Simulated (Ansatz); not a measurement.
One change: `B/C=N\BF` becomes `C=NBF`.

Ansatz, PBE0-D4/def2-TZVP geometries, multiplicity 1. Each molecule was computed in one conformer, which needn't be the lowest.

| property | `B/C=N\BF` |
| --- | --- |
| zero-point energy (PBE0-D4/def2-TZVP) / kJ/mol | 150.4 |
| LUMO energy (B3LYP/def2-TZVPP) / eV | -1.83 |
| HOMO energy (PBE0/def2-TZVPP) / eV | -8.07 |
| size of the dipole moment (PBE/def2-TZVPP) / D | 2.27 |
| HOMO energy (ωB97M-V/def2-TZVPP) / eV | -10.28 |
| size of the dipole moment (B3LYP/def2-TZVPP) / D | 2.41 |

(1) What does the change do to each property? (Estimate.)

Results:

(1) The calculation gave: 
```csv
property,`C=NBF`,shift
zero-point energy (PBE0-D4/def2-TZVP) / kJ/mol,120.9,-29.5
LUMO energy (B3LYP/def2-TZVPP) / eV,-1.58,0.25
HOMO energy (PBE0/def2-TZVPP) / eV,-7.78,0.29
size of the dipole moment (PBE/def2-TZVPP) / D,2.83,0.56
HOMO energy (ωB97M-V/def2-TZVPP) / eV,-10.08,0.20
size of the dipole moment (B3LYP/def2-TZVPP) / D,2.93,0.52
```

The zero-point energy changes by -29.5 kJ/mol with -6 modes. Dipoles are sizes alone; their direction can turn.

B3LYP here is the variant with VWN-RPA as its local correlation; programs differ in this.
